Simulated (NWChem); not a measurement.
Everything below was run with NWChem. System: Cl$_{2}$Te, charge 0, spin multiplicity 1, at a geometry optimised with PBE0/def2-SVP with def2 effective core potentials on Te. The structure started from a generated list of species. Level: PBE/x2c-SVPall-2c, scalar ZORA.

Input file:

```
start mol
memory heap 200 mb stack 900 mb global 1100 mb
geometry units angstroms nocenter noautoz noautosym
  Te     0.000000     0.000000    -0.598547
  Cl     1.810076     0.000000     0.915425
  Cl    -1.810076     0.000000     0.915425
end
basis spherical
  * library x2c-svpall-2c
end
relativistic
  zora on
end
dft
  xc xpbe96 cpbe96
  semidirect memsize 60000000 filesize 0
  iterations 100
  grid fine
end
task dft energy
```

Output (cleaned and shortened):

```
             Northwest Computational Chemistry Package (NWChem) 7.3.0
             --------------------------------------------------------

                                NWChem Input Module
                                -------------------

 Scaling coordinates for geometry "geometry" by  1.889725989
 (inverse scale =  0.529177249)

                             Geometry "geometry" -> ""
                             -------------------------

 Output coordinates in angstroms (scale by  1.889725989 to convert to a.u.)

  No.       Tag          Charge          X              Y              Z
 ---- ---------------- ---------- -------------- -------------- --------------
    1 Te                  52.0000     0.00000000     0.00000000    -0.59854700
    2 Cl                  17.0000     1.81007600     0.00000000     0.91542500
    3 Cl                  17.0000    -1.81007600     0.00000000     0.91542500

 Effective nuclear repulsion energy (a.u.)     438.7188186758

            Nuclear Dipole moment (a.u.)
            ----------------------------
        X                 Y               Z
 ---------------- ---------------- ----------------
     0.0000000000     0.0000000000     0.0000113384


 Summary of "ao basis" -> "" (spherical)
 ------------------------------------------------------------------------------
       Tag                 Description            Shells   Functions and Types
 ---------------- ------------------------------  ------  ---------------------
 *                       x2c-svpall-2c                on all atoms

  pbe96 is a nonlocal functional; adding pw91lda local functional.

                                 NWChem DFT Module
                                 -----------------

 Summary of "ao basis" -> "ao basis" (spherical)
 ------------------------------------------------------------------------------
       Tag                 Description            Shells   Functions and Types
 ---------------- ------------------------------  ------  ---------------------
 Te                      x2c-svpall-2c              18       50   6s8p4d
 Cl                      x2c-svpall-2c               9       21   4s4p1d

 Summary of "ao basis" -> "ao basis" (spherical)
 ------------------------------------------------------------------------------
       Tag                 Description            Shells   Functions and Types
 ---------------- ------------------------------  ------  ---------------------
 Te                      x2c-svpall-2c              18       50   6s8p4d
 Cl                      x2c-svpall-2c               9       21   4s4p1d

            General Information
            -------------------
          SCF calculation type: DFT
          Wavefunction type:  closed shell.
          No. of atoms     :     3
          No. of electrons :    86
           Alpha electrons :    43
            Beta electrons :    43
          Charge           :     0
          Spin multiplicity:     1
          Use of symmetry is: off; symmetry adaption is: off
          Maximum number of iterations: 100
          AO basis - number of functions:    92
                     number of shells:    36
          Convergence on energy requested:  1.00D-06
          Convergence on density requested:  1.00D-05
          Convergence on gradient requested:  5.00D-04

              XC Information
              --------------
          PerdewBurkeErnzerhof Exchange Functional  1.000
            Perdew 1991 LDA Correlation Functional  1.000 local
           PerdewBurkeErnz. Correlation Functional  1.000 non-local

             Grid Information
             ----------------
          Grid used for XC integration:  fine
          Radial quadrature: Mura-Knowles
          Angular quadrature: Lebedev.
          Tag              B.-S. Rad. Rad. Pts. Rad. Cut. Ang. Pts.
          ---              ---------- --------- --------- ---------
          Te                  1.40      141           8.0       974
          Cl                  1.00      123          10.0       770
          Grid pruning is: on
          Number of quadrature shells:   387
          Spatial weights used:  Erf1

          Convergence Information
          -----------------------
          Convergence aids based upon iterative change in
          total energy or number of iterations.
          Levelshifting, if invoked, occurs when the
          HOMO/LUMO gap drops below (HL_TOL):  1.00D-02
          DIIS, if invoked, will attempt to extrapolate
          using up to (NFOCK): 10 stored Fock matrices.

                    Damping( 0%)  Levelshifting(0.5)       DIIS
                  --------------- ------------------- ---------------
          dE  on:    start            ASAP                start
          dE off:    2 iters        100 iters           100 iters

      Screening Tolerance Information
      -------------------------------
          Density screening/tol_rho:  1.00D-10
          AO Gaussian exp screening on grid/accAOfunc:  14
          CD Gaussian exp screening on grid/accCDfunc:  20
          XC Gaussian exp screening on grid/accXCfunc:  20
          Schwarz screening/accCoul:  1.00D-08

 dft: using ZORA

      Superposition of Atomic Density Guess
      -------------------------------------

 Sum of atomic energies:       -7363.11074649
          Performing ZORA calculations
          ----------------------------

       Generating atomic ZORA corrections
       ----------------------------------

 In dft_scf:: zora:Knucl= F

      Superposition of Atomic Density Guess
      -------------------------------------

 Sum of atomic energies:       -7363.11074649

      Non-variational initial energy
      ------------------------------

 Total energy =   -7363.368547
 1-e energy   =  -11081.961336
 2-e energy   =    3279.873970
 HOMO         =      -0.227666
 LUMO         =      -0.069076

------------------------------------------------------------
EAF file 0: "./mol.aoints.0" size=524288 bytes
------------------------------------------------------------
               write      read    awrite     aread      wait
               -----      ----    ------     -----      ----
     calls:        1         0         0         0         0
   data(b): 5.24e+05  0.00e+00  0.00e+00  0.00e+00
   time(s): 0.00e+00  0.00e+00  0.00e+00  0.00e+00  0.00e+00
rate(mb/s): 0.00e+00  0.00e+00
------------------------------------------------------------

   convergence    iter        energy       DeltaE   RMS-Dens  Diis-err    time
 ---------------- ----- ----------------- --------- --------- ---------  ------
 d= 0,ls=0.0,diis     1  -7793.3634987490 -8.23D+03  1.32D-01  1.26D+04    15.6
 d= 0,ls=0.0,diis     2  -7796.8080703263 -3.44D+00  4.49D-02  2.89D+01    16.6
 d= 0,ls=0.0,diis     3  -7796.5221266992  2.86D-01  4.18D-02  7.19D+00    17.7
 d= 0,ls=0.0,diis     4  -7796.6771475819 -1.55D-01  2.05D-02  3.31D+00    18.4
 d= 0,ls=0.0,diis     5  -7797.1926877733 -5.16D-01  4.18D-03  4.54D-02    19.3
  Resetting Diis
 d= 0,ls=0.0,diis     6  -7797.1983197461 -5.63D-03  1.49D-03  1.84D-02    20.5
 d= 0,ls=0.0,diis     7  -7797.2013481925 -3.03D-03  7.39D-04  5.16D-04    21.7
 d= 0,ls=0.0,diis     8  -7797.2010671730  2.81D-04  5.07D-04  2.22D-03    22.9
 d= 0,ls=0.0,diis     9  -7797.2014357654 -3.69D-04  5.51D-05  2.79D-05    24.0
 d= 0,ls=0.0,diis    10  -7797.2014382354 -2.47D-06  1.64D-05  1.93D-06    25.1
 d= 0,ls=0.0,diis    11  -7797.2014385746 -3.39D-07  1.15D-06  5.58D-09    26.0
(nogshift,skip_gshiftAOev,done_Fji)=( 1,F,F)

         Total DFT energy =    -7797.201438574590
      One electron energy =   -11548.872277345941
           Coulomb energy =     3546.526740972164
    Exchange-Corr. energy =     -233.574720876579
 Nuclear repulsion energy =      438.718818675767

       Scaling correction =      103.120287105338

 Numeric. integr. density =       86.000000164426

     Total iterative time =     16.4s

                       DFT Final Molecular Orbital Analysis
                       ------------------------------------

 Vector   41  Occ=2.000000D+00  E=-2.891359D-01
              MO Center=  8.7D-07,  3.8D-08,  8.8D-01, r^2= 4.3D+00
   Bfn.  Coefficient  Atom+Function         Bfn.  Coefficient  Atom+Function
  ----- ------------  ---------------      ----- ------------  ---------------
    65      0.465441  2 Cl py                86     -0.465441  3 Cl py
    62      0.329232  2 Cl py                83     -0.329231  3 Cl py
    56     -0.166794  2 Cl py                77      0.166794  3 Cl py
    41      0.064324  1 Te d -2              36     -0.046686  1 Te d -2
    59     -0.030080  2 Cl py                80      0.030080  3 Cl py

 Vector   42  Occ=2.000000D+00  E=-2.882140D-01
              MO Center=  3.2D-06, -4.3D-08,  8.7D-01, r^2= 4.4D+00
   Bfn.  Coefficient  Atom+Function         Bfn.  Coefficient  Atom+Function
  ----- ------------  ---------------      ----- ------------  ---------------
    64      0.381343  2 Cl px                85      0.381342  3 Cl px
    61      0.272400  2 Cl px                82      0.272400  3 Cl px
    66     -0.270958  2 Cl pz                87      0.270957  3 Cl pz
    63     -0.196979  2 Cl pz                84      0.196978  3 Cl pz
    55     -0.137750  2 Cl px                76     -0.137750  3 Cl px

 Vector   43  Occ=2.000000D+00  E=-1.980915D-01
              MO Center=  3.4D-08,  6.5D-08, -2.4D-01, r^2= 3.3D+00
   Bfn.  Coefficient  Atom+Function         Bfn.  Coefficient  Atom+Function
  ----- ------------  ---------------      ----- ------------  ---------------
    23      0.606144  1 Te py                20      0.445598  1 Te py
    14     -0.402987  1 Te py                65     -0.291087  2 Cl py
    86     -0.291087  3 Cl py                62     -0.191358  2 Cl py
    83     -0.191358  3 Cl py                11      0.142426  1 Te py
    56      0.093834  2 Cl py                77      0.093834  3 Cl py

 Vector   44  Occ=0.000000D+00  E=-1.306343D-01
              MO Center= -1.8D-07, -2.3D-08, -1.3D-02, r^2= 3.8D+00
   Bfn.  Coefficient  Atom+Function         Bfn.  Coefficient  Atom+Function
  ----- ------------  ---------------      ----- ------------  ---------------
    24      0.694297  1 Te pz                 5      0.457089  1 Te s
    21      0.417296  1 Te pz                64      0.403992  2 Cl px
    85     -0.403992  3 Cl px                15     -0.367057  1 Te pz
     4     -0.266405  1 Te s                 61      0.220413  2 Cl px
    82     -0.220413  3 Cl px                54     -0.164431  2 Cl s

 Vector   45  Occ=0.000000D+00  E=-1.274569D-01
              MO Center=  2.1D-07, -3.4D-08, -3.2D-01, r^2= 3.7D+00
   Bfn.  Coefficient  Atom+Function         Bfn.  Coefficient  Atom+Function
  ----- ------------  ---------------      ----- ------------  ---------------
    22      0.761601  1 Te px                19      0.437192  1 Te px
    13     -0.390358  1 Te px                66      0.342142  2 Cl pz
    87     -0.342142  3 Cl pz                64      0.193947  2 Cl px
    85      0.193946  3 Cl px                63      0.192259  2 Cl pz
    84     -0.192258  3 Cl pz                54     -0.165328  2 Cl s

 Vector   46  Occ=0.000000D+00  E= 1.514501D-01
              MO Center= -1.8D-07, -1.5D-07, -5.1D-01, r^2= 3.9D+00
   Bfn.  Coefficient  Atom+Function         Bfn.  Coefficient  Atom+Function
  ----- ------------  ---------------      ----- ------------  ---------------
     6     -2.270356  1 Te s                  5      2.178189  1 Te s
     4     -0.599879  1 Te s                 45      0.294205  1 Te d  2
    24     -0.267186  1 Te pz                53      0.176277  2 Cl s
    74      0.176277  3 Cl s                 54      0.174208  2 Cl s
    75      0.174208  3 Cl s                 64     -0.161131  2 Cl px

 center of mass
 --------------
 x =   0.00000000 y =   0.00000000 z =  -0.12985478

 moments of inertia (a.u.)
 ------------------
         372.121078823311           0.000000000000           0.000000000000
           0.000000000000        1190.402399597062           0.000000000000
           0.000000000000           0.000000000000         818.281320773752

     Multipole analysis of the density
     ---------------------------------

     L   x y z        total         alpha         beta         nuclear
     -   - - -        -----         -----         ----         -------
     0   0 0 0     -0.000000    -43.000000    -43.000000     86.000000

     1   1 0 0      0.000000      0.000000      0.000000      0.000000
     1   0 1 0     -0.000000     -0.000000     -0.000000      0.000000
     1   0 0 1     -0.781903     -0.390957     -0.390957      0.000011

     2   2 0 0    -38.845382   -218.325178   -218.325178    397.804974
     2   1 1 0      0.000000      0.000000      0.000000      0.000000
     2   1 0 1      0.000000      0.000000      0.000000      0.000000
     2   0 2 0    -39.955200    -19.977600    -19.977600      0.000000
     2   0 1 1      0.000000      0.000000      0.000000      0.000000
     2   0 0 2    -36.430323   -102.352190   -102.352190    168.274058

 Task  times  cpu:       26.0s     wall:       26.0s

 Total times  cpu:       26.1s     wall:       26.1s
```
